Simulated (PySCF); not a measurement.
**Bond curve of SnC⁺**

Set-up: PySCF, scalar-relativistic core potentials, basis sets Sn aug-cc-pVDZ-PP with ECP28, C aug-cc-pVDZ. Energies in eV from Sn⁺ + C in their ground configurations at the same level. State: ⁴Σ⁻ (quartet), unpaired electrons σ ↑, π ↑↑.

All columns are PBE0. A positive dipole points towards C; it is taken about the centre of mass and depends on that origin.

```json
{"R (Å)": "1.835", "E (eV)": "-1.822", "μ (D)": "-0.09", "Mulliken charge on Sn (basis-dependent)": "1.25", "HOMO (eV)": "-14.15", "LUMO (eV)": "-10.32", "Mayer bond order": "1.20", "⟨S²⟩": "3.75"}
{"R (Å)": "1.921", "E (eV)": "-2.344", "μ (D)": "-0.28", "Mulliken charge on Sn (basis-dependent)": "1.28", "HOMO (eV)": "-14.13", "LUMO (eV)": "-10.08", "Mayer bond order": "1.17", "⟨S²⟩": "3.75"}
{"R (Å)": "2.006", "E (eV)": "-2.629", "μ (D)": "-0.48", "Mulliken charge on Sn (basis-dependent)": "1.30", "HOMO (eV)": "-14.08", "LUMO (eV)": "-9.87", "Mayer bond order": "1.15", "⟨S²⟩": "3.75"}
{"R (Å)": "2.070", "E (eV)": "-2.727", "μ (D)": "-0.63", "Mulliken charge on Sn (basis-dependent)": "1.31", "HOMO (eV)": "-13.96", "LUMO (eV)": "-9.74", "Mayer bond order": "1.14", "⟨S²⟩": "3.75"}
{"R (Å)": "2.134", "E (eV)": "-2.753", "μ (D)": "-0.78", "Mulliken charge on Sn (basis-dependent)": "1.31", "HOMO (eV)": "-13.72", "LUMO (eV)": "-9.63", "Mayer bond order": "1.14", "⟨S²⟩": "3.75"}
{"R (Å)": "2.198", "E (eV)": "-2.722", "μ (D)": "-0.92", "Mulliken charge on Sn (basis-dependent)": "1.31", "HOMO (eV)": "-13.49", "LUMO (eV)": "-9.54", "Mayer bond order": "1.14", "⟨S²⟩": "3.75"}
{"R (Å)": "2.283", "E (eV)": "-2.617", "μ (D)": "-1.10", "Mulliken charge on Sn (basis-dependent)": "1.30", "HOMO (eV)": "-13.21", "LUMO (eV)": "-9.44", "Mayer bond order": "1.15", "⟨S²⟩": "3.75"}
{"R (Å)": "2.390", "E (eV)": "-2.417", "μ (D)": "-1.28", "Mulliken charge on Sn (basis-dependent)": "1.28", "HOMO (eV)": "-12.91", "LUMO (eV)": "-9.35", "Mayer bond order": "1.18", "⟨S²⟩": "3.75"}
{"R (Å)": "2.518", "E (eV)": "-2.122", "μ (D)": "-1.44", "Mulliken charge on Sn (basis-dependent)": "1.24", "HOMO (eV)": "-12.59", "LUMO (eV)": "-9.30", "Mayer bond order": "1.21", "⟨S²⟩": "3.75"}
{"R (Å)": "2.689", "E (eV)": "-1.695", "μ (D)": "-1.58", "Mulliken charge on Sn (basis-dependent)": "1.18", "HOMO (eV)": "-12.25", "LUMO (eV)": "-9.45", "Mayer bond order": "1.24", "⟨S²⟩": "3.75"}
```

A fit through these points gives, at Re = 2.128 Å, μ = -0.77 D and dμ/dR = -2.28 D/Å; the reduced mass is 10.91 u.

**Question.** How strong is the fundamental in the double-harmonic approximation, I = 42.26·(dμ/dR)²/μred km/mol?

**Answer.** I = 42.26·(-2.28)²/10.91 = 20.1 km/mol at PBE0.

These are scalar-relativistic numbers at best; spin–orbit coupling would shift them, the dissociation energy most. For an ion De counts to the pair picked by the measured ionisation energies or electron affinities, which need not be the lowest pair at this level. The state is the lowest determinant that a PBE0 search found; another state may lie lower at other levels.
